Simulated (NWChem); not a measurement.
# C2H3F3Si; SMILES [SiH3]C(=C(F)F)F

All runs: NWChem. All runs use the structure optimised with B3LYP/6-31G* (spherical d).

For level Hartree-Fock/def2-TZVP:

| Quantity | Value |
|---|---|
| highest occupied level (eV) | -10.68 |
| orbital gap (eV) | 13.82 |
| dipole (D) | 1.51 |

How do the values read with level PW6B95/def2-TZVP instead?

The highest occupied level (eV) comes out as -7.77, the orbital gap (eV) is 7.33 and the dipole (D) comes out as 1.30.
